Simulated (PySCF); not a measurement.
# Assigning NMR signals

Atom-mapped SMILES (the numbers label the heavy atoms): `[CH3:1][C:2]([CH3:3])([CH3:4])[SiH2:5][C:6]#[C:7][SiH3:8]`. Each H is labelled by its parent atom.

[PySCF: PBE0-D3(BJ)/def2-SVP geometry; shielding tensors at PBE0/pcSseg-1 (GIAO); one conformer; rapidly exchanging positions averaged; no solvent; non-relativistic Hamiltonian]

References, each an isolated molecule treated in the same way: TMS for 13C (σref 184.41), 1H (σref 31.27).

Q: Assign these signals to the numbered atoms. 13C{1H} NMR (computed): δ 120.6 (C), 112.9 (C), 27.8 (CH3), 18.2 (C).

A: 
| δ (ppm) | atoms | environment | reason |
| --- | --- | --- | --- |
| 120.6 | C6 | alkyne carbon | – |
| 112.9 | C7 | alkyne carbon | – |
| 27.8 | C1/C3/C4 | methyl carbon | a saturated carbon with 1 carbon neighbour and no heteroatom attached |
| 18.2 | C2 | fully substituted sp3 carbon bonded to Si | – |

Q: Assign these signals to the numbered atoms. 1H NMR (400 MHz, computed): δ 4.20 (s, 3H), 4.12 (s, 2H), 1.07 (s, 9H).

A: 
4.20 → H(Si8), hydrogen on a silicon bonded to C
4.12 → H(Si5), hydrogen on a silicon bonded to 2 C
1.07 → H(C1)/H(C3)/H(C4), hydrogen on a methyl carbon

H(Si8) and H(Si5) lie closer than the usual error of such a calculation, so a measured spectrum could show them in the other order.

Shifts are as computed. Against solution values, carbons near 30 ppm lie about +2 ppm off and those near 130 ppm about +5 ppm. Of 1211 compounds with measured shifts, 218 miss one by over three times the rms of a fit or turn the order of signals round; such compounds aren't used in these exercises. No couplings were computed; multiplicities are counted from neighbouring protons, with m where these are inequivalent, close in shift, in a saturated or five-membered ring or joined by F or P, and br s for small geminal =CH2 splittings.
